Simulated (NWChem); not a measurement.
Species: TaOCl₂ cation; SMILES [O]=[Ta+]([Cl])[Cl]

All runs: NWChem. The geometry was optimised at PBE0/def2-SVP. This spin state was assumed; another may lie lower. def2 effective core potentials on Ta; no spin-orbit coupling. Level B3LYP/def2-SVP: energy and gradient on several grids; changes count from the extra-fine grid, which is no exact limit either.

Task: Which is the coarsest grid (coarse; medium; xcoarse; xfine; fine) from which on the energy stays within 50 μHa and each gradient component within 100 μHa/bohr of xfine?

Result: medium.
```json
[
 {"grid": "xcoarse", "size of the energy change (μHa)": "60", "largest change of a gradient component (μHa/bohr)": "4000"},
 {"grid": "coarse", "size of the energy change (μHa)": "20", "largest change of a gradient component (μHa/bohr)": "200"},
 {"grid": "medium", "size of the energy change (μHa)": "< 10", "largest change of a gradient component (μHa/bohr)": "< 30"},
 {"grid": "fine", "size of the energy change (μHa)": "< 10", "largest change of a gradient component (μHa/bohr)": "< 30"},
 {"grid": "xfine", "size of the energy change (μHa)": "< 10", "largest change of a gradient component (μHa/bohr)": "< 30"}
]
```
